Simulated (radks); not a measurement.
Q: All-electron atom: neutral mercury in [Kr] 4d10 4f14 5s2 5p5 5d10 6s2 6d1 (not the ground configuration). Method: Dirac Kohn-Sham, OLYP, spin-unpolarised, spherical densities, point nucleus; open shells fill j = l - 1/2 first; computed with a radial shooting solver on a logarithmic mesh with Libxc functionals. Some entries of the table are withheld. Estimate them.

| orbital | occ. | eigenvalue (hartree) | <1/r> (bohr^-1) | <r> (bohr) |
|---|---|---|---|---|
| 1s1/2 | 2 | -3052.185 | 97.66 | 0.01658 |
| 2s1/2 | 2 | -541.1342 | 24.05 | 0.06923 |
| 2p1/2 | 2 | -519.1439 | (1) | 0.05692 |
| 2p3/2 | 4 | -447.5681 | (2) | 0.06559 |
| 3s1/2 | 2 | -128.7860 | 8.822 | 0.1801 |
| 3p1/2 | 2 | -118.9040 | 8.731 | (3) |
| 3p3/2 | 4 | -103.0431 | 7.538 | (4) |
| 3d3/2 | 4 | -86.73936 | 7.439 | (5) |
| 3d5/2 | 6 | -83.33709 | 7.169 | (6) |
| 4s1/2 | 2 | -28.67144 | 3.739 | 0.3989 |
| 4p1/2 | 2 | -24.43801 | 3.628 | 0.4009 |
| 4p3/2 | 4 | -20.60229 | 3.214 | 0.4351 |
| 4d3/2 | 4 | -13.69578 | 3.015 | (7) |
| 4d5/2 | 6 | -12.97954 | 2.920 | (8) |
| 5s1/2 | 2 | -4.75315 | 1.533 | 0.8979 |
| 4f5/2 | 6 | -4.07694 | 2.560 | 0.4775 |
| 4f7/2 | 8 | -3.92170 | 2.523 | 0.4842 |
| 5p1/2 | 2 | -3.34733 | 1.409 | 0.9648 |
| 5p3/2 | 3 | -2.66083 | 1.257 | 1.058 |
| 5d3/2 | 4 | -0.75281 | 0.9554 | 1.378 |
| 5d5/2 | 6 | -0.67717 | 0.9185 | 1.430 |
| 6s1/2 | 2 | -0.46577 | 0.5287 | 2.429 |
| 6d3/2 | 1 | -0.02181 | (9) | 10.09 |

A: 
(1) 2p1/2 <1/r> (bohr^-1): 23.98
(2) 2p3/2 <1/r> (bohr^-1): 19.41
(3) 3p1/2 <r> (bohr): 0.1704
(4) 3p3/2 <r> (bohr): 0.1863
(5) 3d3/2 <r> (bohr): 0.1621
(6) 3d5/2 <r> (bohr): 0.1669
(7) 4d3/2 <r> (bohr): 0.4420
(8) 4d5/2 <r> (bohr): 0.4531
(9) 6d3/2 <1/r> (bohr^-1): 0.1200
